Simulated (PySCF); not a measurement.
# NMR data sheet: C4H7NOSi

```yaml
Formula: C4H7NOSi
SMILES: CN[Si@@H]1C=CC1=O
InChI: InChI=1S/C4H7NOSi/c1-5-7-3-2-4(7)6/h2-3,5,7H,1H3/t7-/m1/s1
Point_group_of_the_computed_structure: C1
Degrees_of_unsaturation: 3
Carbon_signals: 4
Proton_signals: 5
```

Numbering as in the mapped SMILES `[CH3:1][NH:2][Si@@H:3]1[CH:4]=[CH:5][C:6]1=[O:7]`; H(Xn) means a hydrogen on atom n.

Level of theory: geometry from GFN2-xTB, PBE0/pcSseg-1 with gauge-including orbitals, in PySCF 2.14.0 with density-fitted response routines (isolated molecule, relativity neglected, one computed conformer, averaged over atoms made equivalent by symmetry, fast rotation or ring inversion).

Shifts are taken against calculated references (same method and geometry level): 1H and 13C and 29Si vs TMS; 15N against NH3; 17O vs H2O.

| carbon | δC, type | δH (multiplicity) | HMBC from (2–3 bonds) | span of the C tensor (ppm) |
| --- | --- | --- | --- | --- |
| C1 | 33.1, CH3 | 2.95 (s) | H(Si3) | 56 |
| C4 | 203.6, CH | 10.00 (m) | H(C5), H(Si3) | 346 |
| C5 | 177.0, CH | 7.88 (d) | H(C4), H(Si3) | 224 |
| C6 | 230.5, C | – | H(C4), H(C5), H(Si3) | 179 |

Other nuclei:
```json
{"atoms": "H(Si3)", "nucleus": "1H", "environment": "hydrogen on a silicon bonded to 2 C, N, in a 4-membered ring", "δ (ppm)": "5.56", "σ (ppm)": "26.15"}
{"atoms": "H(N2)", "nucleus": "1H", "environment": "hydrogen on a nitrogen bonded to C, Si", "δ (ppm)": "0.86", "σ (ppm)": "30.85"}
{"atoms": "Si3", "nucleus": "29Si", "environment": "silicon bonded to 2 C, N, H, in a 4-membered ring", "δ (ppm)": "-0.4", "σ (ppm)": "349.5"}
{"atoms": "N2", "nucleus": "15N", "environment": "nitrogen bonded to C, Si, H", "δ (ppm)": "34.8", "σ (ppm)": "233.0"}
{"atoms": "O7", "nucleus": "17O", "environment": "carbonyl oxygen", "δ (ppm)": "773.7", "σ (ppm)": "-437.7"}
```

Carbon types of the structure: 1 × C, 2 × CH, 1 × CH3, leaving 2 H on heteroatoms. δC 230.5: carbonyl carbon. δC 203.6: β carbon of a C=C–C=O unit; conjugation with the carbonyl draws π density from the β position. δC 177.0: α carbon of a C=C–C=O unit. δH 10.00: hydrogen on a β carbon of a C=C–C=O unit. δH 0.86: hydrogen on a nitrogen bonded to C, Si; labile proton, position sensitive to the medium.

OH and NH positions are those of a molecule without intermolecular hydrogen bonds; in solution they move with solvent, concentration and temperature, and exchange usually removes their couplings. Shifts are as computed. Against solution values, carbons near 30 ppm lie about +3 ppm off and those near 130 ppm about +5 ppm. Of 1309 compounds with measured shifts, 239 miss one by over three times the rms of a fit or turn the order of signals round; such compounds aren't used in these exercises. Unscaled 17O shifts of doubly bonded oxygen tend to come out too high, by tens of ppm or more. Experimental scales use liquid or dissolved standards, which lie at an offset from isolated NH3 (liquid NH3: subtract about 20 ppm) and H2O (liquid H2O: subtract about 36 ppm). No couplings were computed; multiplicities are counted from neighbouring protons, with m where these are inequivalent, close in shift, in a saturated or five-membered ring or joined by F or P, and br s for small geminal =CH2 splittings.
